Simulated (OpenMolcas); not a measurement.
Fe3+.

| Quantity | Value |
| --- | --- |
| Program | OpenMolcas |
| Basis | ANO-RCC-VTZP [6s5p3d2f1g] |
| Scalar Hamiltonian | DKH2, point nucleus |
| Active space | 5 electrons in 10 orbitals (3d 4d) |
| State averaging | 2S+1 = 6 even, 1 root; 2S+1 = 4 even, 24 roots; 2S+1 = 2 even, 53 roots |
| Spin-orbit coupling | state interaction with AMFI integrals over the reference wave functions, term energies averaged over their components |

Two sets of levels on these reference wave functions, in cm⁻¹ above 3d⁵ ⁶S_5/2: one from CASSCF and one from MS-CASPT2, IPEA 0.25 Eh, imaginary shift 0.1 Eh (closed shells correlated: 3s 3p).

| Level | Set 1 | Set 2 |
| --- | --- | --- |
| 3d⁵ ⁶S_5/2 | 0.0 | 0.0 |
| 3d⁵ ⁴G_5/2 | 35900 | 33520 |
| 3d⁵ ⁴G_7/2 | 35940 | 33560 |
| 3d⁵ ⁴G_9/2 | 35980 | 33600 |
| 3d⁵ ⁴G_11/2 | 35990 | 33610 |
| 3d⁵ ⁴P_5/2 | 41080 | 37100 |
| 3d⁵ ⁴P_3/2 | 41140 | 37160 |
| 3d⁵ ⁴P_1/2 | 41210 | 37240 |
| 3d⁵ ⁴D_7/2 | 44680 | 40260 |
| 3d⁵ ⁴D_1/2 | 44710 | 40300 |
| 3d⁵ ⁴D_3/2 | 44790 | 40390 |
| 3d⁵ ⁴D_5/2 | 44830 | 40430 |
| 3d⁵ ²I_11/2 | 51320 | 49090 |
| 3d⁵ ²I_13/2 | 51410 | 49190 |
| 3d⁵ ²D_5/2 [66 %] | 57530 | 52140 |
| 3d⁵ ²D_3/2 | 58120 | 52630 |

Task: Which set is which?

Result: Set 2 is MS-CASPT2. Its levels of the other terms of 3d⁵ lie at 0.90 to 0.96 of the other set's values, as expected, since terms of lower spin or lower L gain more correlation energy than the Hund ground term. Against 8 measured levels (Corliss and Sugar, J. Phys. Chem. Ref. Data 11, 135 (1982)) the mean absolute deviation is 1900 cm-1 with it and 6100 cm-1 without; single levels miss by up to 2600 cm-1 with it.

CASPT2 breaks the degeneracy within a term, and the mean is taken; among the terms shown or strongly mixed into the levels shown the widest spread is 420 cm-1 (3d⁵ ²F(1), MS-CASPT2). Active for correlation alone: 4d; no level in the range computed is led by a configuration that fills it, so any true level of that kind is missing. Without dynamic correlation excited terms often stand tens of per cent too high (terms of higher spin than the ground term too low), and those without a measured partner can miss by more than the paired ones (holds for CASSCF). Computed and measured levels are paired by configuration, term and J; levels that our copy of the source lacks, or whose pairing is in doubt (as where it misses far off the trend of its configuration), stay unpaired and out of the deviations. Only configurations of the active space appear. Levels that lie high or do not pair safely by name in every column are left out.

A share in square brackets marks a mixed level and gives the weight of the term that names it, the lowest over the columns. A number in round brackets counts repeated terms of one configuration in the order of the reference energies.
